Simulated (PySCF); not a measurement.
Electron correlation in Ge⁺ (germanium, charge +1)

Starting occupation: [Ar] 3d10 4s2 4p1, 4p1/2 with m_j = +1/2. Computed with PySCF 2.14 in x2c-SVPall-2c with one added diffuse shell each of s, p, d type (6s7p4d, 47 functions), with X2C-1e with screened-nucleus spin-orbit coupling, Gaussian nucleus. Frozen: [Ne]; 21 electrons correlated.

MP2 pair energies summed by pair of shells (mhartree):

```json
{"pair": "3d3/2-3d5/2", "energy": "-67.09", "share (%)": "22.7"}
{"pair": "3d5/2-3d5/2", "energy": "-44.45", "share (%)": "15.1"}
{"pair": "3d5/2-3p3/2", "energy": "-35.19", "share (%)": "11.9"}
{"pair": "3d3/2-3p3/2", "energy": "-25.13", "share (%)": "8.5"}
{"pair": "4s1/2-4s1/2", "energy": "-18.93", "share (%)": "6.4"}
{"pair": "3d3/2-3d3/2", "energy": "-17.93", "share (%)": "6.1"}
{"pair": "3d5/2-3p1/2", "energy": "-17.58", "share (%)": "6.0"}
{"pair": "4p1/2-4s1/2", "energy": "-12.29", "share (%)": "4.2"}
{"pair": "3p1/2-3p3/2", "energy": "-10.03", "share (%)": "3.4"}
{"pair": "3d3/2-3p1/2", "energy": "-9.89", "share (%)": "3.4"}
{"pair": "3p3/2-3p3/2", "energy": "-9.47", "share (%)": "3.2"}
{"pair": "3d5/2-4s1/2", "energy": "-4.42", "share (%)": "1.5"}
{"pair": "3d5/2-3s1/2", "energy": "-3.92", "share (%)": "1.3"}
{"pair": "3d3/2-4s1/2", "energy": "-3.05", "share (%)": "1.0"}
{"pair": "3d5/2-4p1/2", "energy": "-2.61", "share (%)": "0.9"}
{"pair": "3d3/2-3s1/2", "energy": "-2.59", "share (%)": "0.9"}
{"pair": "3p3/2-3s1/2", "energy": "-2.30", "share (%)": "0.8"}
{"pair": "3d3/2-4p1/2", "energy": "-1.97", "share (%)": "0.7"}
{"pair": "3p1/2-3p1/2", "energy": "-1.88", "share (%)": "0.6"}
{"pair": "3p1/2-3s1/2", "energy": "-1.12", "share (%)": "0.4"}
{"pair": "3p3/2-4s1/2", "energy": "-1.01", "share (%)": "0.3"}
{"pair": "3s1/2-3s1/2", "energy": "-0.76", "share (%)": "0.3"}
{"pair": "3p3/2-4p1/2", "energy": "-0.59", "share (%)": "0.2"}
{"pair": "3p1/2-4s1/2", "energy": "-0.44", "share (%)": "0.1"}
{"pair": "3s1/2-4s1/2", "energy": "-0.29", "share (%)": "0.1"}
{"pair": "3p1/2-4p1/2", "energy": "-0.17", "share (%)": "0.1"}
{"pair": "3s1/2-4p1/2", "energy": "-0.07", "share (%)": "0.0"}
```

Total MP2 correlation energy: -295.18 mhartree.

This basis was not built for core-valence correlation, so the inner-shell part is incomplete.
